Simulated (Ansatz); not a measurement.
Geometry optimisation, RKS B3LYP-D4/def2-SVP in Ansatz.

The input (input.yaml):

```yaml
crystal:
  periodic: [false, false, false]
  atoms:
    - { symbol: C, position_ang: [-1.2662, -0.3506, -0.6678] }
    - { symbol: Si, position_ang: [0.4895, 0.152, -0.6443] }
    - { symbol: O, position_ang: [1.3482, -0.9924, 0.2692] }
    - { symbol: Sb, position_ang: [2.0631, 0.2318, 1.7957] }
    - { symbol: S, position_ang: [0.7897, 1.9115, 0.5077] }
    - { symbol: H, position_ang: [-1.8872, 0.5025, -1.2054] }
    - { symbol: H, position_ang: [-1.6631, -0.4055, 0.3633] }
    - { symbol: H, position_ang: [-1.401, -1.2522, -1.2214] }
    - { symbol: H, position_ang: [1.42351, -1.76489, -0.34536] }
    - { symbol: H, position_ang: [0.5491, -0.1619, 2.7574] }
basis:
  gaussian: { orbitals: def2-SVP }
hamiltonian:
  xc: b3lyp
  dispersion: d4
relax:
  f_tol: 0.02
  max_steps: 50
output:
  orbitals: {}
```

Run as:

```bash
$ ansatz run input.yaml --threads 2 --pin off --max-ram 3072MiB --backend cpu --events-out ev --progress --plain --runs-dir out
```

**Question.** Where does it end, and by what steps?

**Answer.** The forces met the threshold. After 15 steps the energy has fallen by 2.024 eV; H9 moved furthest, 0.77 Å.

```csv
step,energy less start (eV),largest force component (eV/Å),accepted
0,0.0000,5.185,yes
1,-1.0721,2.427,yes
2,-1.5565,1.526,yes
3,-1.7789,1.821,yes
4,-1.8798,1.280,yes
5,-1.9454,0.262,yes
6,-1.9533,0.233,yes
7,-1.9640,0.156,yes
8,-1.9859,0.203,yes
9,-2.0020,0.201,yes
10,-2.0170,0.115,yes
11,-2.0205,0.100,yes
12,-2.0220,0.134,yes
13,-2.0196,0.212,no
14,-2.0234,0.026,yes
15,-2.0235,0.015,yes
```

```xyz
10
Properties=species:S:1:pos:R:3
C -1.281 -0.251 -0.514
Si 0.489 0.109 -1.162
O 1.326 -1.139 0.168
Sb 1.629 0.123 1.873
S 1.095 1.870 0.339
H -1.953 0.498 -0.970
H -1.432 -0.223 0.577
H -1.606 -1.241 -0.886
H 2.141 -1.522 -0.192
H 0.039 -0.354 2.375
```

Run time: 30 s on 2 threads of AMD EPYC 9R45 96-Core Processor (Zen 5), on a shared host, peak memory 0.32 GiB.
